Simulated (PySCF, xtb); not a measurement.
Si(Me)(NH2) (CH₅NSi), SMILES C[Si]N (connectivity only; charge and spin as stated), neutral, multiplicity 1.

xtb with GFN2-xTB at its own geometry gives an orbital gap of 2.86 eV and a dipole moment of 1.28 D.

Geometry: TPSSh-D3(BJ)/def2-TZVP. Other conformers were not sampled.

Task: What does PySCF with PBE/def2-TZVPD give? (The exact figures need the calculation; the answer reports its results.)

Result: gap 3.08 eV (levels -5.08 and -2.00 eV), dipole 1.94 D.
